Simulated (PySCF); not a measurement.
A structure optimised at PBE-D3(BJ)/def2-SVP, used in a PySCF frequency run:

```xyz
11

Si     0.3830    -0.4172     0.2433
N      1.9040     0.2829     0.5822
F      0.1866    -0.9697    -1.2967
O     -0.7375     0.7993     0.4296
C     -2.0484     0.7663    -0.1063
H      0.1872    -1.6130     1.1177
H      2.7108    -0.2936     0.8228
H      2.1716     1.1904     0.1977
H     -2.4426     1.8028    -0.1439
H     -2.7355     0.1637     0.5309
H     -2.0705     0.3449    -1.1355
```

Problem. Write its SMILES and formula.

Solution. CO[SiH](N)F, CH6FNOSi

Problem. What are its rotational constants (standard atomic weights)?

Solution. 6.0879, 3.0102, 2.2399 GHz
